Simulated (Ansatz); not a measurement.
Gas-phase electronic energies from Ansatz, PBE0-D4/def2-TZVP geometries. CBS: MP2 limit from def2 TZ/QZ plus the TZ coupled-cluster correction, frozen cores. This one scheme is used for every species. def2 core potentials past Kr. For Nb outer-core shells are correlated without core-valence functions, which leaves a few kJ/mol of doubt a bond. One conformer a species, not always the lowest.

`[NH2][Nb]([NH2])([NH2])=[S]` + H₂O → `[NH2][Nb]([NH2])([OH])=[S]` + NH₃  (formal hydrolysis of the Nb–N bond)

`[NH2][Nb]([NH2])([NH2])=[S]`:

```xyz
11

N    -1.759   -0.004   -0.610
Nb   -0.053    0.297    0.326
N     0.572   -1.420    1.058
N     1.273    0.941   -0.979
S    -0.310    1.739    1.909
H    -2.665    0.226   -0.227
H    -1.835   -0.177   -1.602
H     1.003   -1.528    1.965
H     0.294   -2.322    0.698
H     1.554    1.907   -1.074
H     1.925    0.341   -1.465
```

H₂O:

Z-matrix (Å, degrees):
```
O
H 1 0.960
H 1 0.960 2 105.1
```

`[NH2][Nb]([NH2])([OH])=[S]`:

```xyz
10

N    -0.328   -0.693   -1.608
Nb    0.144    0.389   -0.037
N    -0.855   -0.195    1.551
O     1.989    0.121    0.313
S    -0.389    2.429   -0.448
H    -0.799   -0.349   -2.431
H    -0.163   -1.687   -1.685
H    -1.544    0.357    2.040
H    -0.774   -1.111    1.970
H     2.719    0.740    0.336
```

NH₃:

```xyz
4

N     0.103    0.101    0.242
H    -0.711    0.619   -0.066
H     0.785    0.147   -0.505
H    -0.177   -0.868    0.330
```

| species | CCSD(T)/CBS(def2) energy (Eh) |
| --- | --- |
| `[NH2][Nb]([NH2])([NH2])=[S]` | -622.56192 |
| H₂O | -76.37941 |
| `[NH2][Nb]([NH2])([OH])=[S]` | -642.45087 |
| NH₃ | -56.50880 |

(1) Work out ΔE.

(2) What do rigid-rotor, harmonic-oscillator terms from PBE0-D4/def2-TZVP frequencies (298.15 K, 1 bar) make of the CCSD(T)/CBS value? (Best estimate.)

Largest T1 diagnostic among the species: 0.023, so the coupled-cluster value is less sure than usual.

Answers

(1) ΔE = (-642.45087) + (-56.50880) − (-622.56192) − (-76.37941) = -0.01834 Eh = -11.5 kcal/mol.

(2) Ansatz gave: ΔZPE = +0.2 kcal/mol, ΔH = -11.3 kcal/mol, ΔS = 17 J/(mol·K), ΔG = -12.5 kcal/mol.

At CCSD(T), def2-SVP lies −1.5 kcal/mol from the extrapolated value and def2-TZVPP −0.3 kcal/mol. In def2-TZVPP, CCSD(T) changes the Hartree–Fock value by +2.5 kcal/mol (the triples alone add +0.3 kcal/mol) and MP2 by +2.7 kcal/mol. Leaving LDA and LC-ωPBE aside and taking each functional with its dispersion term where it has one, the values, not all of them listed here, spread over 2.0 kcal/mol, from B97M-V to HSE06-D4.
